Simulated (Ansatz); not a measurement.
```xyz
14

O     1.909    1.379   -0.431
Si    0.991    0.400    0.475
F     1.570    0.308    1.946
O     0.974   -1.094   -0.128
Si    0.205   -2.542   -0.174
O    -0.480    1.029    0.569
Si   -1.697    1.900   -0.100
H     2.782    1.082   -0.689
H     0.457   -3.291    1.082
H    -1.256   -2.332   -0.343
H     0.740   -3.302   -1.329
H    -1.282    2.432   -1.422
H    -2.040    3.019    0.810
H    -2.874    1.012   -0.266
```

Charge 0, multiplicity 1.

Q: List the B3LYP/def2-TZVPP orbital energies in eV (the Gaussian-basis code of Ansatz). (Estimate.)

A: The calculation gave: Occupied: -1801.09, -1799.73, -1799.68, -671.43, -520.98, -520.89, -520.86, -145.32, -144.17, -144.12, -100.67, -100.67, -100.65, -99.53, -99.48, -99.47, -99.47, -99.42, -99.42, -32.52, -28.31, -27.56, -27.37, -16.98, -15.80, -15.10, -14.00, -13.01, -12.83, -12.22, -11.92, -11.53, -11.24, -11.06, -10.69, -10.41, -9.74, -9.27, -9.09, -8.97, -8.82. Lowest empty: -0.50, 0.30, 0.72, 1.14, 1.33, 1.42, 1.44, 1.64.

B3LYP here is the variant with VWN-RPA as its local correlation; programs differ in this.
